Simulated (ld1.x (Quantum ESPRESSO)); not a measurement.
## u(r) = r·R(r): atom against pseudo-atom (carbon (C))

Columns: radius, all-electron u(r) and pseudo u(r) of the 2s shell (level -13.75 eV) of carbon in the configuration [He] 2s2 2p2; PBE, scalar-relativistic, TM scheme, ld1.x (Quantum ESPRESSO) 7.5.

```
r (bohr)  all-electron   pseudo
   0.150        0.3486  -0.1201
   0.300        0.1526  -0.2410
   0.450       -0.1471  -0.3634
   0.600       -0.4115  -0.4860
   0.750       -0.6070  -0.6035
   0.900       -0.7330  -0.7055
   1.050       -0.7996  -0.7782
   1.200       -0.8207  -0.8120
   1.350       -0.8091  -0.8075
   1.500       -0.7757  -0.7756
   1.650       -0.7287  -0.7287
   1.800       -0.6742  -0.6742
   1.950       -0.6166  -0.6166
   2.100       -0.5588  -0.5588
   2.250       -0.5027  -0.5027
   2.400       -0.4496  -0.4496
   2.550       -0.4002  -0.4002
   2.700       -0.3549  -0.3549
   2.850       -0.3137  -0.3137
   3.000       -0.2765  -0.2765
   3.150       -0.2432  -0.2432
   3.300       -0.2135  -0.2135
   3.450       -0.1871  -0.1871
   3.600       -0.1638  -0.1638
   3.750       -0.1431  -0.1431
   3.900       -0.1250  -0.1250
```

Q: How many radial nodes do the two functions have?

A: The all-electron 2s function has n − l − 1 = 1; the pseudo-wave has 0, since the states of the same l below it are removed with the core.

Q: At about which radius was the pseudo-wave matched?

A: 1.62 bohr, where the columns begin to agree (steps of 0.15 bohr).

Q: Where does each function peak?

A: Outermost all-electron maximum near 1.20 bohr, pseudo maximum near 1.20 bohr (to the table’s step).

Q: Is the pseudo-wave norm-conserving?

A: Yes: the TM scheme keeps the norm inside the radius equal to the all-electron one, which fixes the energy derivative of the logarithmic derivative at the level.
